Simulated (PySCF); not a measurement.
SZn, SMILES [S]=[Zn]. Geometry: PBE-D3(BJ)/def2-TZVP.

Computed equilibrium geometry at PBE-D3(BJ)/def2-TZVP (PySCF confirms it by a frequency run) as bond lengths and angles, and its point group:
point group C∞v.
Atoms: Zn1 S2. Bonded distances (Å): Zn1–S2 2.064.
Charge 0, spin multiplicity 1.
